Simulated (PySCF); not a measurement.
C5H5, SMILES C1C=C[CH]C=1 (connectivity only; charge and spin as stated), charge +1, multiplicity 1. Atoms are numbered in the order given.

```xyz
10

C      0.0000     0.0000     1.1636
C      0.0000    -1.2023     0.3509
C      0.0000    -0.7863    -0.9360
C      0.0000     0.7863    -0.9360
C      0.0000     1.2023     0.3509
H      0.0000     0.0000     2.2611
H      0.0000    -2.2223     0.7319
H      0.0000    -1.3960    -1.8425
H      0.0000     1.3960    -1.8425
H      0.0000     2.2223     0.7319
```
Charge +1, spin multiplicity 1.

Coordinates come from a B3LYP-D3(BJ)/def2-SVP optimisation. The multiplicity is an assumed one; no other spin state was optimised. The isomer is the one that the SMILES or the coordinates give; other isomers of the formula were not compared.

Computed with PBE/def2-TZVP in PySCF.

Atomic charges (e):

| atom | Mulliken | IAO |
|---|---|---|
| C1 | ? | 0.16 |
| C2 | ? | -0.16 |
| C3 | ? | 0.02 |
| C4 | ? | 0.02 |
| C5 | ? | -0.16 |
| H6 | ? | 0.23 |
| H7 | ? | 0.22 |
| H8 | ? | 0.22 |
| H9 | ? | 0.22 |
| H10 | ? | 0.22 |

**Question.** What belongs in the gaps? (The exact figures need the calculation; the answer reports its results.)

**Answer.** 
- C1, Mulliken: 0.15
- C2, Mulliken: -0.14
- C3, Mulliken: 0.03
- C4, Mulliken: 0.03
- C5, Mulliken: -0.14
- H6, Mulliken: 0.22
- H7, Mulliken: 0.21
- H8, Mulliken: 0.22
- H9, Mulliken: 0.22
- H10, Mulliken: 0.21

**Question.** Give the Mayer and Wiberg (Löwdin basis) orders of the bonds. (Estimate from the structure and the level; the computed values follow.)

**Answer.** 
```json
[
 {"bond": "C1–C2", "Mayer": "1.16", "Wiberg": "1.34"},
 {"bond": "C2–C3", "Mayer": "1.76", "Wiberg": "1.86"},
 {"bond": "C3–C4", "Mayer": "0.91", "Wiberg": "1.05"},
 {"bond": "C1–C5", "Mayer": "1.16", "Wiberg": "1.34"},
 {"bond": "C4–C5", "Mayer": "1.76", "Wiberg": "1.86"},
 {"bond": "C1–H6", "Mayer": "0.92", "Wiberg": "0.84"},
 {"bond": "C2–H7", "Mayer": "0.92", "Wiberg": "0.83"},
 {"bond": "C3–H8", "Mayer": "0.92", "Wiberg": "0.85"},
 {"bond": "C4–H9", "Mayer": "0.92", "Wiberg": "0.85"},
 {"bond": "C5–H10", "Mayer": "0.92", "Wiberg": "0.83"}
]
```
